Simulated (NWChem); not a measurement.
All runs are NWChem calculations. System: BCl, charge 0, spin multiplicity 1, displaced from the optimised geometry. The structure started from a generated list of species. Level: CCSDT/cc-pVDZ, 6 core orbitals frozen, spin-restricted.

Part of the output:

```
             Northwest Computational Chemistry Package (NWChem) 7.3.0
             --------------------------------------------------------

                                NWChem Input Module
                                -------------------

 Scaling coordinates for geometry "geometry" by  1.889725989
 (inverse scale =  0.529177249)

                             Geometry "geometry" -> ""
                             -------------------------

 Output coordinates in angstroms (scale by  1.889725989 to convert to a.u.)

  No.       Tag          Charge          X              Y              Z
 ---- ---------------- ---------- -------------- -------------- --------------
    1 B                    5.0000     0.00000000     0.00000000    -1.07062300
    2 Cl                  17.0000     0.00000000     0.00000000     0.39073800

 Effective nuclear repulsion energy (a.u.)      30.7795720325

            Nuclear Dipole moment (a.u.)
            ----------------------------
        X                 Y               Z
 ---------------- ---------------- ----------------
     0.0000000000     0.0000000000     2.4366712712


 Summary of "ao basis" -> "" (spherical)
 ------------------------------------------------------------------------------
       Tag                 Description            Shells   Functions and Types
 ---------------- ------------------------------  ------  ---------------------
 *                          cc-pvdz                   on all atoms

 Summary of "ao basis" -> "ao basis" (spherical)
 ------------------------------------------------------------------------------
       Tag                 Description            Shells   Functions and Types
 ---------------- ------------------------------  ------  ---------------------
 B                          cc-pvdz                  6       14   3s2p1d
 Cl                         cc-pvdz                  8       18   4s3p1d

                                 NWChem SCF Module
                                 -----------------

  ao basis        = "ao basis"
  functions       =    32
  atoms           =     2
  closed shells   =    11
  open shells     =     0
  charge          =   0.00
  wavefunction    = RHF
  use symmetry    = F
  symmetry adapt  = F

 Summary of "ao basis" -> "ao basis" (spherical)
 ------------------------------------------------------------------------------
       Tag                 Description            Shells   Functions and Types
[...]
     1   0 1 0     -0.000000      0.000000      0.000000
     1   0 0 1      1.211491      0.000000      2.436671

     2   2 0 0    -13.350852      0.000000      0.000000
     2   1 1 0      0.000000      0.000000      0.000000
     2   1 0 1     -0.000000      0.000000      0.000000
     2   0 2 0    -13.350852      0.000000      0.000000
     2   0 1 1     -0.000000      0.000000      0.000000
     2   0 0 2    -17.719670      0.000000     29.735050

                   NWChem Extensible Many-Electron Theory Module
                   ---------------------------------------------


            General Information
            -------------------
      Number of processors :     1
         Wavefunction type : Restricted Hartree-Fock
          No. of electrons :    22
           Alpha electrons :    11
            Beta electrons :    11
           No. of orbitals :    64
            Alpha orbitals :    32
             Beta orbitals :    32
        Alpha frozen cores :     6
         Beta frozen cores :     6
     Alpha frozen virtuals :     0
      Beta frozen virtuals :     0
         Spin multiplicity : singlet
    Number of AO functions :    32
       Number of AO shells :    14
        Use of symmetry is : off
      Symmetry adaption is : off
         Schwarz screening : 0.10D-09

          Correlation Information
          -----------------------
          Calculation type : Coupled-cluster singles, doubles, & triples
   Perturbative correction : none
            Max iterations :      100
        Residual threshold : 0.10D-05
     T(0) DIIS level shift : 0.00D+00
     L(0) DIIS level shift : 0.00D+00
     T(1) DIIS level shift : 0.00D+00
     L(1) DIIS level shift : 0.00D+00
     T(R) DIIS level shift : 0.00D+00
     T(I) DIIS level shift : 0.00D+00
   CC-T/L Amplitude update :  5-th order DIIS
                I/O scheme : Global Array Library
        L-threshold :  0.10D-05
        EOM-threshold :  0.10D-05
 no EOMCCSD initial starts read in
 TCE RESTART OPTIONS
 SLICE:      F
 D4D5:       F
 quantumc:   F
 qrotation:  F
 pwtce:      F
 qducc:      F
 nacto:                         0
 nrotv:                         0
 nrot:                          0

            Memory Information
            ------------------
          Available GA space size is     249035776 doubles
          Available MA space size is     104854788 doubles

 Maximum block size supplied by input
 Maximum block size        24 doubles

 tile_dim =     21

 -------------------------------------------------

 Global array virtual files algorithm will be used

 Parallel file system coherency ......... OK

 4-electron integrals stored in orbital form

 v2    file size   =           266086
 4-index algorithm nr.  13 is used
 imaxsize =       30
 imaxsize ichop =        0
 IN MAPPING 1 for UCC(4),CCSDT,CCSDTQ


 CCSDT iterations
 --------------------------------------------------------
 Iter          Residuum       Correlation     Cpu    Wall
 --------------------------------------------------------
    1   0.2641900851187  -0.1966266954405     1.0     1.0
    2   0.0659577178021  -0.2130975629517     0.9     0.9
    3   0.0420218866697  -0.2237818402578     1.1     1.1
    4   0.0176506182350  -0.2258886520475     1.0     1.0
    5   0.0119724979059  -0.2277518091835     1.0     1.0
    6   0.0042276615620  -0.2288717653057     1.0     1.0
    7   0.0021624974628  -0.2290993442007     0.9     0.9
    8   0.0012586762072  -0.2291269866632     1.1     1.1
    9   0.0007854269971  -0.2291568396852     1.1     1.1
   10   0.0004960597263  -0.2291766320144     0.9     0.9
   11   0.0000781863730  -0.2292073961580     0.9     0.9
   12   0.0000333948165  -0.2292134831263     0.9     0.9
   13   0.0000178681637  -0.2292158515700     1.0     1.0
   14   0.0000102419168  -0.2292163737923     1.0     1.0
   15   0.0000060604113  -0.2292168410072     0.9     0.9
   16   0.0000020409353  -0.2292171665720     0.9     0.9
   17   0.0000009475029  -0.2292172197108     0.9     0.9
 --------------------------------------------------------
 Iterations converged
 CCSDT correlation energy / hartree =        -0.229217219710831
 CCSDT total energy / hartree       =      -484.313630016481454

 Singles contributions

 Doubles contributions
    12a   (alpha)    12a   (beta ) ---    11a   (alpha)    11a   (beta )       -0.1172228142
    13a   (alpha)    13a   (beta ) ---    11a   (alpha)    11a   (beta )       -0.1172228142

 Task  times  cpu:       18.4s     wall:       18.4s

 Total times  cpu:       18.4s     wall:       18.4s
```

Problem. Write an NWChem input that would produce this output.

Solution. This is not unique; one that fits is 
```
start mol
memory heap 100 mb stack 700 mb global 1900 mb
geometry units angstroms nocenter noautoz noautosym
  B      0.000000     0.000000    -1.070623
  Cl     0.000000     0.000000     0.390738
end
basis spherical
  * library cc-pvdz
end
scf
  rhf
  nopen 0
  maxiter 100
  thresh 1e-7
  semidirect memsize 60000000 filesize 0
end
tce
  freeze core 6
  ccsdt
  2eorb
  2emet 13
  thresh 1e-6
  maxiter 100
  tilesize 24
end
task tce energy
```
